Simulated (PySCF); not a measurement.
**Bismuth: a sound run and one with changed settings**

Sound run: Bi⁺ [Xe] 4f14 5d10 6s2 6p2, Bi²⁺ [Xe] 4f14 5d10 6s2 6p1. All numbers are calculated (PySCF 2.14, scalar relativity through the core potential, in cc-pVTZ-PP with ECP60MDF). In the sound run the correlated levels freeze 5s2 5p6 5d10 outside the core potential. The sound run starts from symmetry-adapted Hartree-Fock orbitals and uses a fine grid where one is needed.

Changed run: initial guess 1e, at most 50 SCF cycles.

```
species   method  sound run (hartree)  changed run (hartree)  converged
    Bi⁺      UHF           -213.29133             -213.29133        yes
    Bi⁺      PBE           -214.32125             -214.32125        yes
    Bi⁺  CCSD(T)           -213.33963             -213.33963        yes
   Bi²⁺     TPSS           -213.65299             -213.65299        yes
   Bi²⁺      MP2           -212.75634             -212.75634        yes
```

Here the plain start reaches the same solutions.
